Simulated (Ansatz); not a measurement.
Consider the ligand exchange at a Ge–C bond: `C[C](F)(Cl)[GeH3]` + `C=C[SiH2]S` → `C=C[SiH2][S][GeH3]` + `CC(F)Cl`.

Calculated with Ansatz (gas phase, PBE0-D4/def2-TZVP geometries, no zero-point term in ΔE). CCSD(T)/CBS adds triple-zeta CCSD(T) − MP2 to the extrapolated MP2 energy (def2 sets, frozen cores). Functionals use def2-TZVPP. B3LYP here is the variant with VWN-RPA as its local correlation; programs differ in this. For Ge outer-core shells are correlated without core-valence functions, which leaves a few kJ/mol of doubt a bond. Scalar relativity is left out up to krypton. Each species was taken in one conformer, which may not be the lowest.

```
             species  B3LYP-D4 energy (Eh)
 `C[C](F)(Cl)[GeH3]`           -2717.02527
        `C=C[SiH2]S`            -767.62226
`C=C[SiH2][S][GeH3]`           -2845.89909
           `CC(F)Cl`            -638.78067
```

Work out ΔE.

ΔE = (-2845.89909) + (-638.78067) − (-2717.02527) − (-767.62226) = -0.03223 Eh = -84.6 kJ/mol. CCSD(T)/CBS gives -81.6 kJ/mol.

Largest T1 diagnostic among the species: 0.012.

The D4 term adds −4.7 kJ/mol with B3LYP and −2.7 kJ/mol with PBE0; it sums over pairs of atoms, weighted by their polarisabilities, and B3LYP, whose exchange is more repulsive, gets the larger term. In def2-TZVPP, CCSD(T) changes the Hartree–Fock value by +10.9 kJ/mol (the triples alone add +0.6 kJ/mol) and MP2 by +7.0 kJ/mol.
